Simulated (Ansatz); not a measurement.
Computed with Ansatz on PBE0-D4/def2-TZVP structures; ΔE is electronic, products minus reactants. CCSD(T)/CBS adds triple-zeta CCSD(T) − MP2 to the extrapolated MP2 energy (def2 sets, frozen cores). Functionals use def2-TZVPP.

Reaction (isomerisation): `BC1=CC1` → `CC1=CB1`

| species | PBE0-D4 energy (Eh) |
| --- | --- |
| `BC1=CC1` | -141.93990 |
| `CC1=CB1` | -141.99022 |

Problem. Work out ΔE.

Solution. ΔE = (-141.99022) − (-141.93990) = -0.05032 Eh = -132.1 kJ/mol. CCSD(T)/CBS gives -126.6 kJ/mol.

Largest T1 diagnostic among the species: 0.011.

From r2SCAN to r2SCAN0 (25 % exact exchange), in def2-TZVPP and without D4, ΔE moves by −8.8 kJ/mol. In def2-TZVPP, CCSD(T) changes the Hartree–Fock value by +49.3 kJ/mol (the triples alone add +8.7 kJ/mol) and MP2 by +52.4 kJ/mol. At CCSD(T), def2-SVP lies −8.0 kJ/mol from the extrapolated value and def2-TZVPP +1.9 kJ/mol.
